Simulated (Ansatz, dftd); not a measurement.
Reaction: GeH2BrF (SMILES [F][GeH2][Br]) → GeH2F (SMILES [GeH2][F], doublet) + Br (doublet) (the Br-Ge bond breaks)
Each species at its own B3LYP-D3(BJ)/def2-TZVP minimum (Ansatz, a program for electronic structure).

Property: bond dissociation energy (electronic), in kJ/mol. UHF or UKS for unpaired electrons; spin-orbit terms are left out. Correlated methods leave the cores frozen (noble-gas shells, and filled d and f shells in the p block). No relativity. CBS(X,Y): correlation extrapolated as X^-3, Hartree-Fock from the larger set (Q,5: extrapolated as (X+1)exp(-9√X)). A bracket is a step between two methods taken in the basis named. Spin-orbit terms, left out, reach several kcal/mol for Br and I, and more for heavier atoms.

| level | program | bond dissociation energy (kJ/mol) | difference against the last row |
|---|---|---|---|
| r2SCAN-D4/def2-TZVPD | Ansatz + dftd4 | 374.0 | -8.9 |
| PBE0-D3(BJ)/def2-TZVPD | Ansatz + dftd3 | 374.1 | -8.8 |
| CAM-B3LYP-D4/def2-TZVPD | Ansatz + dftd4 | 360.5 | -22.4 |
| CAM-B3LYP/def2-TZVPD | Ansatz | 355.8 | -27.1 |
| MP2/cc-pV5Z | Ansatz | 392.9 | 10.0 |
| CCSD/cc-pVQZ | Ansatz | 365.9 | -17.0 |
| CCSD(T)/cc-pVQZ | Ansatz | 375.2 | -7.7 |
| CCSDT(Q)/cc-pVDZ | Ansatz | 343.9 | -39.0 |
| CCSDT(Q)/cc-pVTZ | Ansatz | 364.4 | -18.5 |
| CCSD(T)/CBS(cc-pVQZ,cc-pV5Z) + [CCSDT(Q) - CCSD(T)]/cc-pVTZ | Ansatz | 382.9 | 0.0 |
